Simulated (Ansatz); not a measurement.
`[SiH3][GeH2][SiH2][GeH2][SiH3]` and `[SiH3][GeH2][SiH2][GeH2][GeH3]` differ in one atom or group.

Ansatz, PBE0-D4/def2-TZVP geometries, multiplicity 1. Each molecule was computed in one conformer, which needn't be the lowest.

Scalar relativity is left out up to krypton.

```
                                          property  `[SiH3][GeH2][SiH2][GeH2][SiH3]`
             HOMO–LUMO gap (B3LYP/def2-TZVPP) / eV                              7.06
             LUMO energy (ωB97M-V/def2-TZVPP) / eV                              1.30
                 HOMO energy (PBE/def2-TZVPP) / eV                             -6.76
           HOMO–LUMO gap (ωB97M-V/def2-TZVPP) / eV                             11.00
size of the dipole moment (ωB97M-V/def2-TZVPP) / D                              0.06
                HOMO energy (PBE0/def2-TZVPP) / eV                             -7.77
```

Question: Give the same properties after the change, and the shifts. (Estimate.)

Answer: The calculation gave: 
| property | `[SiH3][GeH2][SiH2][GeH2][GeH3]` | shift |
| --- | --- | --- |
| HOMO–LUMO gap (B3LYP/def2-TZVPP) / eV | 7.00 | -0.06 |
| LUMO energy (ωB97M-V/def2-TZVPP) / eV | 1.28 | -0.02 |
| HOMO energy (PBE/def2-TZVPP) / eV | -6.76 | 0.00 |
| HOMO–LUMO gap (ωB97M-V/def2-TZVPP) / eV | 10.98 | -0.02 |
| size of the dipole moment (ωB97M-V/def2-TZVPP) / D | 0.15 | 0.09 |
| HOMO energy (PBE0/def2-TZVPP) / eV | -7.76 | 0.01 |

Dipoles are sizes alone; their direction can turn.

B3LYP here is the variant with VWN-RPA as its local correlation; programs differ in this.
